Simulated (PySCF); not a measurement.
C5H7N. Atoms are numbered in the order given.

```xyz
13

C      0.0219    -2.1949     0.0000
C      0.0646    -0.7002     0.0000
C      1.1269     0.1373     0.0000
C      0.5966     1.5408     0.0000
N     -0.8564     1.4397     0.0000
C     -1.1237     0.1805     0.0000
H     -0.5144    -2.5772     0.8852
H     -0.5144    -2.5772    -0.8852
H      1.0323    -2.6286     0.0000
H      2.1822    -0.1396     0.0000
H      0.9253     2.1245    -0.8807
H      0.9253     2.1245     0.8807
H     -2.1592    -0.1845     0.0000
```
Charge 0, spin multiplicity 1.

Geometry: B3LYP-D3(BJ)/def2-SVP. The values are those of a single conformer.

The numbers are results of PySCF with PBE0/def2-TZVP, not measurements.

Atomic charges (e):

| atom | IAO | Mulliken |
|---|---|---|
| C1 | -0.44 | -0.39 |
| C2 | -0.03 | 0.11 |
| C3 | -0.18 | -0.27 |
| C4 | -0.17 | -0.02 |
| N5 | -0.30 | -0.21 |
| C6 | 0.00 | -0.13 |
| H7 | 0.16 | 0.14 |
| H8 | 0.16 | 0.14 |
| H9 | 0.15 | 0.13 |
| H10 | 0.16 | 0.13 |
| H11 | 0.17 | 0.13 |
| H12 | 0.17 | 0.13 |
| H13 | 0.15 | 0.12 |

Computed Mayer and Wiberg (Löwdin basis) orders of the bonds:
| bond | Mayer | Wiberg |
|---|---|---|
| C1–C2 | 0.93 | 1.27 |
| C2–C3 | 1.74 | 1.80 |
| C3–C4 | 1.07 | 1.22 |
| C4–N5 | 1.05 | 1.33 |
| C2–C6 | 1.05 | 1.20 |
| N5–C6 | 1.91 | 2.16 |
| C1–H7 | 0.96 | 0.89 |
| C1–H8 | 0.96 | 0.89 |
| C1–H9 | 0.99 | 0.89 |
| C3–H10 | 0.95 | 0.85 |
| C4–H11 | 0.92 | 0.83 |
| C4–H12 | 0.92 | 0.83 |
| C6–H13 | 0.97 | 0.86 |
